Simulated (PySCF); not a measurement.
**Correlation energy of O²⁺ (oxygen, charge +2)**

[He] 2s2 2p2, high-spin 3P determinant. All numbers are calculated (PySCF 2.14, the spin-free X2C one-electron Hamiltonian (Gaussian nucleus), in ANO-RCC-VTZP (4s3p2d1f, 30 functions)). Frozen: 1s2; 4 electrons correlated.

| level | correlation energy (mhartree) |
| --- | --- |
| CCSD | -93.94 |
| (T) | -1.22 |
| CCSD(T) | -95.16 |
| CCSDT | -95.43 |

Diagnostics: T1 = 0.0048, D1 = 0.0096, largest double amplitude 0.122.

Cost of the coupled-cluster step: of the order of 0.5 core-seconds, for 4 correlated electrons.
